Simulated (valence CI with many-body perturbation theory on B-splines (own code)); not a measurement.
Results of a calculation; reference values are marked as such.
A CI+MBPT run for As

Method: valence CI with perturbative core correlation (CI+MBPT): five valence electrons over a frozen Dirac-Fock core [Ar] 3d10, a basis of 10 s, 10 p, 9 d, 7 f, 4 g, 2 h functions for each j, with the one-electron correlation potential Σ1 (screened to all orders), the two-electron term Σ2, the three-electron term Σ3, Breit, model QED; selected single and double excitations, second order for the rest, scaled by the run's own slope (own B-spline code, finite nucleus).

Command, and the settings that its task file holds:

```sh
python run_cv.py task.json out
```

```
atom As  Z=33  mass_number=75  rms_radius_fm=4.0968
core [Ar] 3d10
valence 4s2 4p3
avg = 1
basis = L
breit = 1
cap = 170000
capref = 1200
cscale = 1
de = 0.0
dress = 0
eps = 2e-08
extrap = 1
h = 0.27
hh = 1
l2 = 3
lcore = 6
maxit = 90
n2 = 5
natural = 1
nlev = 40
nno = [6, 6, 6, 5, 3, 2]
nroot = 20
nsp = [4, 4, 3, 2, 1, 0]
pt2 = 1
qed = 1
rpa = 1
s1 = 1
s2 = 1
s3 = 1
screen = 1
tol = 2e-05
whole = 1
```

It took 20 min on 1 thread of Intel(R) Xeon(R) Processor @ 2.30GHz (shared host).

Log. The first blocks belong to the next ion, which gives the ionisation energy. Fields: 2J, parity (1 odd), roots, reference size, generating configurations, candidates as configurations/state functions, variational space P, stored matrix elements, Davidson steps; e2 is the range of second-order energies in hartree. The first line gives the box (bohr), its intervals, the orbitals and the steps of their self-consistent field. Window is the range of levels sought, series limit the energy at which the first omitted orbital would enter, core excitation an estimate of the first excitation out of the core, left out the lowest levels not solved, and shifts from estimates the range by which levels moved from their first estimate, all in cm⁻¹.

```
rmax 73.4 intervals 70 orbitals 74 references ['4s2 4p3'] scf 10 t 1.5
2J=0 par=0 roots 2 ref 26 generators 11 cand 16585/26940 P 2917/4166 nnz 1.6e+06 it 8
2J=0 par=0 roots 2 ref 26 generators 78 cand 87775/175997 P 11255/18591 nnz 1.1e+07 it 9
   second order: generators 184 cand 153922/330282 e2 -0.00029 -0.00018
2J=2 par=0 roots 2 ref 54 generators 12 cand 23243/77864 P 3430/10743 nnz 9.3e+06 it 12
2J=2 par=0 roots 2 ref 54 generators 108 cand 108678/422531 P 11330/38706 nnz 5.6e+07 it 16
   second order: generators 272 cand 192992/874894 e2 -0.00055 -0.00038
reference levels 266, estimated 266, window 67957 1/cm; series limit 73274, core excitation 358868
2J=3 par=1 roots 12 ref 37 generators 139 cand 287861/3247618 P 6148/34000 nnz 5.9e+07 it 20
2J=3 par=1 roots 12 ref 37 generators 325 cand 476670/6233404 P 16423/107204 nnz 3.5e+08 it 20
   second order: generators 282 cand 433063/5521904 e2 -0.00220 -0.00152
2J=5 par=1 roots 8 ref 32 generators 100 cand 235942/3396190 P 5372/34000 nnz 6.4e+07 it 14
2J=5 par=1 roots 8 ref 32 generators 289 cand 445935/6914623 P 13991/102094 nnz 3.7e+08 it 15
   second order: generators 246 cand 389248/5917880 e2 -0.00255 -0.00164
2J=1 par=1 roots 9 ref 23 generators 130 cand 259648/1710513 P 8470/34000 nnz 5.1e+07 it 13
2J=1 par=1 roots 9 ref 23 generators 327 cand 454867/3338354 P 25244/117618 nnz 2.8e+08 it 18
   second order: generators 271 cand 381841/2739115 e2 -0.00150 -0.00077
2J=1 par=0 roots 8 ref 24 generators 134 cand 277099/1880319 P 8314/34000 nnz 4.9e+07 it 24
2J=1 par=0 roots 8 ref 24 generators 324 cand 440602/3231169 P 25603/119423 nnz 3e+08 it 21
   second order: generators 253 cand 355407/2526600 e2 -0.00177 -0.00093
2J=3 par=0 roots 13 ref 35 generators 181 cand 360551/4500570 P 5574/33998 nnz 5.4e+07 it 20
2J=3 par=0 roots 13 ref 35 generators 219 cand 385278/4614622 P 16405/113634 nnz 4e+08 it 26
   second order: generators 311 cand 458327/5835257 e2 -0.00330 -0.00185
2J=5 par=0 roots 10 ref 35 generators 150 cand 320737/5090100 P 5149/33993 nnz 5.8e+07 it 18
2J=5 par=0 roots 10 ref 35 generators 304 cand 461188/7496058 P 14616/108501 nnz 4.2e+08 it 22
   second order: generators 268 cand 425790/6832013 e2 -0.00340 -0.00212
2J=7 par=1 roots 3 ref 22 generators 52 cand 169332/3108482 P 4682/33999 nnz 7.9e+07 it 13
2J=7 par=1 roots 3 ref 22 generators 129 cand 301027/5945471 P 10293/89963 nnz 3.2e+08 it 11
   second order: generators 175 cand 369601/8118006 e2 -0.00158 -0.00129
2J=7 par=0 roots 4 ref 23 generators 77 cand 213477/4152917 P 4006/33992 nnz 7.9e+07 it 17
2J=7 par=0 roots 4 ref 23 generators 158 cand 316941/6492763 P 10008/89667 nnz 3.7e+08 it 18
   second order: generators 231 cand 411691/9949619 e2 -0.00236 -0.00219
2J=9 par=0 roots 2 ref 14 generators 54 cand 150708/2858230 P 4503/33998 nnz 8.4e+07 it 14
2J=9 par=0 roots 2 ref 14 generators 117 cand 237051/4619055 P 10113/86456 nnz 3.3e+08 it 16
   second order: generators 274 cand 441977/12250787 e2 -0.00177 -0.00154
2J=9 par=1 roots 1 ref 10 generators 19 cand 99175/1885050 P 2043/21718 nnz 6.5e+07 it 11
2J=9 par=1 roots 1 ref 10 generators 45 cand 172836/3593405 P 3754/48674 nnz 2e+08 it 7
   second order: generators 111 cand 345134/9109789 e2 -0.00112 -0.00112
2J=11 par=1 roots 1 ref 4 generators 25 cand 89901/1584848 P 2410/21705 nnz 6e+07 it 8
2J=11 par=1 roots 1 ref 4 generators 57 cand 157675/2832060 P 4551/47515 nnz 1.9e+08 it 6
   second order: generators 129 cand 304185/7671537 e2 -0.00113 -0.00113
left out: unestimated none, estimated 71961, shifts from estimates -2043 to 482
operators 3.5
```

The Davidson iterations converged.

Set against measurement, 11 paired levels are off by 73 cm⁻¹ on average, the worst by 115. These come from a selection out of the NIST Handbook of Basic Atomic Spectroscopic Data. Levels without a partner in it may be off by more. Among the levels kept, up to 860 cm⁻¹ of a level comes from second order outside the variational space, and about a tenth of that is noise between levels of different J, which matters for small intervals.

| Quantity | Value |
| --- | --- |
| Valence energy | -6.213579 hartree |
| Ionisation energy | 9.7641 eV (NIST: 9.78855 eV (measured)) |
| Reference configurations for the orbitals | 4s2 4p3 |
| Radial orbitals | 74 |
| Box radius | 73.39 bohr |
| Largest variational space | 119423 |
| Lowest levels | 4s2.4p3 4S°_3/2 0.0, 4s2.4p3 2D°_3/2 10617, 4s2.4p3 2D°_5/2 10948, 4s2.4p3 2P°_1/2 18247, 4s2.4p3 2P°_3/2 18684, 4s2.4p2.5s 4P_1/2 50610, 4s2.4p2.5s 4P_3/2 51513, 4s2.4p2.5s 4P_5/2 52801, 4s2.4p2.5s 2P_1/2 53038, 4s2.4p2.5s 2P_3/2 54490, 4s2.4p2.5p 2S°_1/2 59997, 4s2.4p2.5p 4D°_1/2 60639, 4s2.4p2.5p 4D°_3/2 60709, 4s2.4p2.5s 2D_5/2 60739 cm⁻¹ |

Names give the largest LS component (configuration and term), which can be under half, so a name can repeat, a term be missing and a line seem to break the LS rules; names also repeat where a configuration has a term twice.
